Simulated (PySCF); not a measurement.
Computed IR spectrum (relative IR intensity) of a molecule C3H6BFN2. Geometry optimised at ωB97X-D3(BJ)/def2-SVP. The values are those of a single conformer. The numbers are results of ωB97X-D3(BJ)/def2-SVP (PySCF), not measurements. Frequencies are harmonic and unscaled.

ν (cm⁻¹): 125 (vw), 263 (w), 464 (w), 479 (m), 586 (vw), 665 (w), 831 (m), 1018 (w), 1129 (vw), 1306 (vw), 1343 (vs), 1410 (m), 1434 (m), 1604 (s), 1642 (w), 2367 (m), 2997 (w), 3100 (vw), 3648 (m), 3761 (w) (against the strongest line: vs over 80 %, s over 45 %, m over 15 %, w over 4 %, vw less)

Q: Which molecule gave these data?
A. NCC#CB(N)F
B. C=C=C(N)B(N)F
C. C=C=C(F)B(N)N
D. CN1B(N)C=C1F

A: A, NCC#CB(N)F
